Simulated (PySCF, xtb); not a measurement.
C₃HBrClF, SMILES ClC=C=C(F)Br.

GFN2-xTB (xtb) at its own geometry gives an orbital gap of 3.83 eV and a dipole moment of 2.72 D.

Coordinates come from a PBE-D3(BJ)/def2-SVP optimisation. This is a generated structure with no PubChem entry under its InChIKey; it may be hypothetical.

Q: What does ωB97X/def2-TZVP run with PySCF give? (Estimate from the structure and the level; the computed values follow.)

A: gap 10.51 eV (levels -10.05 and 0.46 eV), dipole 1.29 D.
